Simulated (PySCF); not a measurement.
## Electron correlation in O+ (oxygen, charge +1)

[He] 2s2 2p2 3s1, high-spin 4P determinant (an excited configuration). Calculation: PySCF 2.14, in aug-cc-pVQZ; the non-relativistic Hamiltonian (point nucleus). Frozen: 1s2; 5 electrons correlated.

| level | correlation energy (mhartree) |
| --- | --- |
| CCSD | -113.36 |
| (T) | -2.57 |
| CCSD(T) | -115.93 |

Diagnostics: T1 = 0.0083, D1 = 0.0228, largest double amplitude 0.115.

The outer electron is Rydberg-like, and this basis confines it to a smaller radius and binds it less than a complete one would.

Cost of the coupled-cluster step: roughly 13 core-seconds, for 5 correlated electrons.
